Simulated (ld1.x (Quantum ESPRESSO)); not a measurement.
**Which change was made? (Cu, PAW)**

copper, PAW, made with ld1.x (Quantum ESPRESSO) 7.5 (LDA (PZ), scalar-relativistic). Core [Ne], reference 3s2 3p6 3d8 4s0 4p0 (charge +3). Waves: 3s (bound): rcut 1.00, rcutus 1.10 bohr; 4s (bound, empty): rcut 1.00, rcutus 1.10 bohr; 3p (bound): rcut 1.00, rcutus 1.25 bohr; 4p (bound, empty): rcut 1.00, rcutus 1.25 bohr; 3d (bound): rcut 1.15, rcutus 1.35 bohr; 3d channel at -2.8 Ry: rcut 1.15, rcutus 1.35 bohr. Local part: all-electron potential smoothed inside 0.90 bohr (lloc = -1). Core correction: Bessel-smoothed model core inside 1.00 bohr. Augmentation charge: PSQ, inside the norm-conserving radii.

Cutoffs, loose and tight: the cutoffs (Ry, on a coarse ladder) from which the occupation-weighted sum of valence levels, in a spherical-Bessel basis at the reference potential, stays within 10 and 1 mRy of its value at 400 Ry. They do not see the model core or the augmentation charge, which bear on the density cutoff. Test errors are all-electron minus pseudo excitation energies from the reference, over the configurations 3s2 3p6 3d10 4s1 4p0; 3s2 3p6 3d10 4s0 4p0; 3s2 3p6 3d9 4s0 4p0; 3s2 3p6 3d7 4s0 4p0; 3s1 3p6 3d10 4s1 4p0; 3s2 3p6 3d10 4s0.5 4p0; 3s2 3p6 3d9 4s2 4p0 (two spin-polarised tests are not counted in the largest error); variants that change the core or the reference have their own tests.

The base gives: outcome: generated, overlap not positive; bound ghosts: not determined (overlap not positive); largest test error (meV): test run stopped at test 1 of 9 (negative norm?).

(1) After one change the result is: outcome: generated; cutoff, loose: 120 Ry; cutoff, tight: 230 Ry; bound ghosts: none; largest test error (meV): -27. Which change was it?
A. waves 3p (bound): rcut 1.00, rcutus 1.18 bohr; 4p (bound): rcut 1.00, rcutus 1.18 bohr
B. waves 3p (bound): rcut 1.00, rcutus 1.50 bohr; 4p (bound): rcut 1.00, rcutus 1.50 bohr
C. waves 3p (bound): rcut 0.78, rcutus 0.82 bohr; 4p (bound): rcut 0.78, rcutus 0.82 bohr

Results:

(1) C. The others give: waves 3p (bound): rcut 1.00, rcutus 1.50 bohr; 4p (bound): rcut 1.00, rcutus 1.50 bohr → outcome: generated; cutoff, loose: 70 Ry; cutoff, tight: 110 Ry; bound ghosts: none; largest test error (meV): -28 | waves 3p (bound): rcut 1.00, rcutus 1.18 bohr; 4p (bound): rcut 1.00, rcutus 1.18 bohr → outcome: failed: new_paw_hamiltonian: negative rho. A file whose overlap is not positive is unfit for use, and its test errors describe a broken file.
